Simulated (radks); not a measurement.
Problem. These are the eigenvalues of the occupied orbitals of an atom or ion with whole-number occupations (eV). Calculated with a radial shooting solver on a logarithmic mesh with Libxc functionals: scalar-relativistic Kohn-Sham, XLYP, spin-polarised, spherical densities, point nucleus.

orbital  eigenvalue
1s up     -21943.64
1s down   -21943.63
2s up     -3154.973
2s down   -3154.577
2p up     -2825.790
2p down   -2825.487
3s up     -555.1522
3s down   -554.9339
3p up     -447.0375
3p down   -446.7920
3d up     -273.0512
3d down   -272.6805
4s up      -76.9473
4s down    -75.1087
4p up      -47.0082
4p down    -45.0620
4d up       -5.7975
5s up       -4.6147
4d down     -3.9135

Which element is it, and in what charge state? The configuration may be excited. Open shells, if any, are filled with parallel spins first.

Solution. Z = 44, ruthenium, charge 0: Ru in [Kr] 4d7 5s1. The list shows which subshells hold electrons but not how many an open one holds; the 1s level, -806.41 hartree, gives Z - s = 40.2 by -(Z - s)^2/2, which with screening and relativity narrows Z to a few neighbours, and the depths of the outer levels then fix element, charge and occupations together.
